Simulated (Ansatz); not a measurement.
`[GeH3][SnH3]` + `BO` → `B[O][GeH3]` + `[SnH4]` at 700 K and 1 bar (cleavage of the Ge–Sn bond).

Gas-phase electronic energies from Ansatz, PBE0-D4/def2-TZVP geometries. CBS: MP2 limit from def2 TZ/QZ plus the TZ coupled-cluster correction, frozen cores. This one scheme is used for every species. Elements past krypton have def2 core potentials. For Ge, Sn outer-core shells are correlated without core-valence functions, which leaves a few kJ/mol of doubt a bond. Scalar relativity is left out up to krypton.

| species | CCSD(T)/CBS energy (Eh) | H − E (kJ/mol) | S (J/(mol·K)) |
| --- | --- | --- | --- |
| `[GeH3][SnH3]` | -2293.72326 | 177.6 | 415.8 |
| `BO` | -101.80414 | 126.4 | 277.4 |
| `B[O][GeH3]` | -2179.12438 | 187.4 | 392.9 |
| `[SnH4]` | -216.39156 | 106.0 | 282.9 |

H − E and S are ideal-gas, rigid-rotor, harmonic terms from PBE0-D4/def2-TZVP. 1 Eh = 2625.50 kJ/mol, R = 8.31446 J/(mol·K).

By hand: ΔE, ΔH, ΔS and ΔG.

ΔE = (-2179.12438) + (-216.39156) − (-2293.72326) − (-101.80414) = 0.01146 Eh = 30.1 kJ/mol. Δ(H − E) = 187.4 + 106.0 − 177.6 − 126.4 = -10.6, so ΔH = 19.5 kJ/mol. ΔS = 392.9 + 282.9 − 415.8 − 277.4 = -17.4 J/(mol·K). ΔG = 19.5 − 700 × (-17.4)/1000 = 31.7 kJ/mol.

By hand: the equilibrium constant, and the temperature at which ΔG would vanish if ΔH and ΔS stayed fixed.

log₁₀ K = −ΔG/(RT ln 10) = -2.4. ΔH and −TΔS have one sign here, so there is no such temperature.

TΔS isn't small against ΔH here. A doubt of 5 kJ/mol in ΔE shifts log₁₀ K by 0.4 here. These are equilibria of isolated gas molecules and say nothing of rates. Largest T1 diagnostic: 0.014 (customary marks: 0.02 for closed shells, 0.045 for open ones).
